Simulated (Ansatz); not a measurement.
`COB(N)O[SiH3]` at its PBE0-D4/def2-TZVP geometry, where that method's forces vanish. Total charge 0; spin multiplicity 1.

```xyz
14

C    -1.7505   -1.3115   -0.9156
O    -0.3458   -1.4091   -0.9550
B     0.4308   -0.4890   -0.3089
N     1.8304   -0.6307   -0.3881
O    -0.1720    0.5344    0.3897
Si    0.3081    1.8461    1.2380
H    -2.1553   -2.1528   -1.4793
H    -2.1011   -0.3799   -1.3695
H    -2.1282   -1.3574    0.1099
H     2.2499   -1.3875   -0.8959
H     2.4798   -0.0179    0.0677
H     1.7830    1.8348    1.4554
H    -0.0556    3.0793    0.4958
H    -0.3734    1.8411    2.5559
```

What forces (eV/Å) does ωB97M-V/def2-TZVPP give on these atoms in Ansatz? (Estimate.)

Computed: 
```
C1  -0.346  0.015  0.003
O2   0.157 -0.119 -0.077
B3   0.029 -0.046 -0.033
N4   0.161  0.002  0.003
O5  -0.112  0.056  0.042
Si6  0.057  0.245  0.158
H7   0.028  0.077  0.051
H8   0.035 -0.077  0.040
H9   0.037  0.005 -0.085
H10 -0.008  0.018  0.012
H11 -0.001 -0.017 -0.011
H12 -0.171 -0.008 -0.031
H13  0.047 -0.153  0.092
H14  0.087  0.002 -0.164
```
